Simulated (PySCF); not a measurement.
**A small calculation by hand: entropy of an ideal gas**

FGeH3Zn, SMILES [F][Zn][GeH3].

Geometry optimised at PBE-D3(BJ)/def2-SVP. The structure was generated by enumeration; whether it is a known compound was not checked.

PBE-D3(BJ)/def2-SVP (PySCF) gives the harmonic wavenumbers 102, 102, 240, 414, 414, 669, 762, 855, 855, 2066, 2080, 2080 cm⁻¹ and the rotational temperatures 3.8314, 0.0679, 0.0679 K. The molar mass is 160.03 g/mol, the symmetry number 3, the spin multiplicity 1.

Question: Work out the entropy at 298.15 K and 1 atm in the rigid-rotor, harmonic-oscillator model.

Answer: 
Translation (Sackur–Tetrode at 1 atm): S = R[1.5 ln M + 2.5 ln T − 1.16487] = 172.0 J/(mol K).
Rotation: q = (√π/σ) T^1.5/√(θA θB θC) = 22900, S = R[ln q + 3/2] = 95.9 J/(mol K).
Vibration: with u = 1.4388 ν/T, each mode gives R[u/(e^u − 1) − ln(1 − e^−u)]:
| ν (cm⁻¹) | modes | u | S (J/(mol K)) |
|---|---|---|---|
| 102 | 2 | 0.49 | 28.58 |
| 240 | 1 | 1.16 | 7.54 |
| 414 | 2 | 2.00 | 7.64 |
| 669 | 1 | 3.23 | 1.44 |
| 762 | 1 | 3.68 | 1.01 |
| 855 | 2 | 4.13 | 1.40 |
The stiffer modes add less than 0.005 each. Sum 47.6 J/(mol K).
Spin: R ln 1 = 0.0 J/(mol K).
Total 315.6 J/(mol K); the program's own thermochemistry gives 315.6. Translation makes up 55 % and vibration 15 %. Anharmonicity, hindered rotation and orbital degeneracy are left out.
